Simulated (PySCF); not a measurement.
Record of a relaxation.

C₆H₁₃S (doublet state).
SMILES with atom numbers: `[CH2:1][CH2:2][S:3][C@H:4]([CH3:5])[CH2:6][CH3:7]` (hydrogens: H8, H9 on C1; H10, H11 on C2; H12 on C4; H13, H14, H15 on C5; H16, H17 on C6; H18, H19, H20 on C7)

Computed by this run: PBE0-D3(BJ)/def2-SVP geometry optimisation, gas phase in PySCF 2.14.0; unrestricted, density fitting, grid level 1; the optimiser is geomeTRIC in internal coordinates, started from a GFN2-xTB structure. 4 of its 12 geometries are shown. The frame can shift and turn from step to step; on so coarse a grid that alone can change the energy by a few meV, and forces under 0.02 eV/Å are noise.

Step 0: E = -17248.8373 eV, largest atomic force 1.617 eV/Å
```
atom  x, y, z in Å  |  force x, y, z in eV/Å
C1      2.892    0.889    0.177    0.292   0.350   0.298
C2      2.625   -0.447   -0.246   -1.291  -0.441  -0.869
S3      1.046   -0.434   -1.361    0.425   0.061   0.245
C4     -0.261   -0.210   -0.084    0.134  -0.407  -0.602
C5     -0.699   -1.568    0.439    0.194   0.512  -0.018
C6     -1.396    0.587   -0.719    0.044   0.082   0.698
C7     -2.477    0.974    0.284    0.390  -0.187  -0.515
H8      3.365    1.582   -0.493    0.323   0.457  -0.426
H9      2.431    1.291    1.060   -0.269   0.260   0.563
H10     3.356   -0.858   -0.937    0.360  -0.265  -0.142
H11     2.382   -1.148    0.547    0.113  -0.346   0.337
H12     0.199    0.377    0.715    0.054   0.232   0.243
H13    -1.179   -2.137   -0.355   -0.179  -0.264  -0.287
H14     0.158   -2.136    0.798    0.269  -0.257   0.148
H15    -1.398   -1.453    1.264   -0.337  -0.037   0.376
H16    -0.974    1.491   -1.162    0.126   0.217  -0.205
H17    -1.835   -0.003   -1.527   -0.116  -0.153  -0.351
H18    -2.042    1.503    1.129    0.119   0.236   0.387
H19    -2.998    0.095    0.655   -0.287  -0.321   0.236
H20    -3.207    1.625   -0.190   -0.364   0.273  -0.118
```

Step 4: E = -17248.9819 eV, largest atomic force 0.170 eV/Å
```
atom  x, y, z in Å  |  force x, y, z in eV/Å
C1      2.968    0.780    0.266   -0.012  -0.045  -0.081
C2      2.541   -0.487   -0.354    0.103  -0.020   0.133
S3      1.035   -0.292   -1.396   -0.049   0.015  -0.062
C4     -0.252   -0.121   -0.106   -0.002   0.010   0.047
C5     -0.607   -1.468    0.502    0.000  -0.016  -0.001
C6     -1.442    0.598   -0.740    0.015  -0.016  -0.056
C7     -2.562    0.923    0.236   -0.022   0.005   0.027
H8      3.493    1.522   -0.341    0.001   0.047   0.021
H9      2.579    1.095    1.237    0.002  -0.007   0.005
H10     3.295   -0.877   -1.055   -0.017   0.014  -0.022
H11     2.350   -1.277    0.390   -0.030  -0.010  -0.014
H12     0.171    0.538    0.672    0.003   0.010  -0.008
H13    -1.060   -2.127   -0.255   -0.002   0.004  -0.009
H14     0.283   -1.979    0.900    0.005   0.003   0.006
H15    -1.319   -1.356    1.335   -0.004   0.005   0.009
H16    -1.071    1.525   -1.207    0.003   0.012   0.015
H17    -1.835   -0.021   -1.567    0.002  -0.005   0.003
H18    -2.189    1.511    1.091    0.008   0.004  -0.002
H19    -3.040    0.018    0.639    0.001  -0.009  -0.001
H20    -3.348    1.516   -0.254   -0.004   0.001  -0.009
```

Step 7: E = -17248.9871 eV, largest atomic force 0.066 eV/Å
```
atom  x, y, z in Å  |  force x, y, z in eV/Å
C1      2.977    0.608    0.368   -0.012   0.008   0.019
C2      2.543   -0.530   -0.457   -0.044   0.018  -0.017
S3      1.012   -0.162   -1.424    0.014  -0.020   0.017
C4     -0.245   -0.005   -0.101    0.014  -0.017  -0.054
C5     -0.510   -1.331    0.591    0.013   0.042  -0.003
C6     -1.484    0.592   -0.770   -0.016   0.018   0.062
C7     -2.632    0.877    0.188    0.041  -0.008  -0.041
H8      3.441    1.479   -0.101    0.003   0.004  -0.015
H9      2.645    0.706    1.404    0.010  -0.004   0.017
H10     3.270   -0.775   -1.247    0.014   0.002  -0.004
H11     2.374   -1.443    0.134    0.007  -0.010  -0.001
H12     0.145    0.729    0.626   -0.004   0.001   0.016
H13    -0.928   -2.059   -0.121   -0.002  -0.018  -0.001
H14     0.410   -1.761    1.014    0.009  -0.008   0.003
H15    -1.219   -1.208    1.424   -0.012  -0.006   0.003
H16    -1.184    1.524   -1.275    0.002  -0.004  -0.019
H17    -1.821   -0.096   -1.566   -0.008  -0.004  -0.010
H18    -2.312    1.543    1.005   -0.005   0.006   0.015
H19    -3.032   -0.042    0.640   -0.010  -0.005   0.011
H20    -3.462    1.372   -0.338   -0.011   0.005   0.002
```

Step 11: E = -17248.9892 eV, largest atomic force 0.020 eV/Å
```
atom  x, y, z in Å  |  force x, y, z in eV/Å
C1      2.906    0.571    0.429    0.000   0.006  -0.007
C2      2.542   -0.504   -0.507    0.010  -0.007  -0.001
S3      1.002   -0.149   -1.459    0.002   0.012  -0.009
C4     -0.240    0.013   -0.127   -0.008   0.005   0.018
C5     -0.450   -1.293    0.620    0.001  -0.012  -0.005
C6     -1.509    0.548   -0.791    0.005  -0.004  -0.017
C7     -2.632    0.869    0.184   -0.008   0.006   0.010
H8      3.278    1.524    0.045   -0.007   0.005   0.003
H9      2.633    0.516    1.486    0.005  -0.003   0.001
H10     3.288   -0.618   -1.311    0.002  -0.006   0.003
H11     2.441   -1.481   -0.011   -0.008   0.003   0.002
H12     0.135    0.782    0.570    0.003  -0.002  -0.001
H13    -0.838   -2.069   -0.058    0.003   0.002  -0.002
H14     0.488   -1.667    1.058   -0.001   0.003   0.004
H15    -1.164   -1.166    1.449    0.000   0.001  -0.001
H16    -1.241    1.456   -1.357   -0.001   0.000   0.001
H17    -1.857   -0.186   -1.539   -0.002  -0.004   0.007
H18    -2.301    1.586    0.953    0.002  -0.001  -0.002
H19    -3.003   -0.029    0.701    0.002  -0.001  -0.002
H20    -3.487    1.320   -0.342    0.001  -0.002  -0.001
```

Problem. Summarise the path.

Solution. The energy falls by 3.50 kcal/mol from step 0 to step 11; nine tenths of that is first reached at step 3. It falls at every step. The largest force goes from 1.617 to 0.020 eV/Å. Among the bonds C2–S3 changes most, from 1.933 to 1.845 Å; the atoms move by 0.434 Å rms after alignment.

What follows is the cost of the whole optimisation. The run took 2.9 min of wall time on one thread, x86-64 server (shared host).
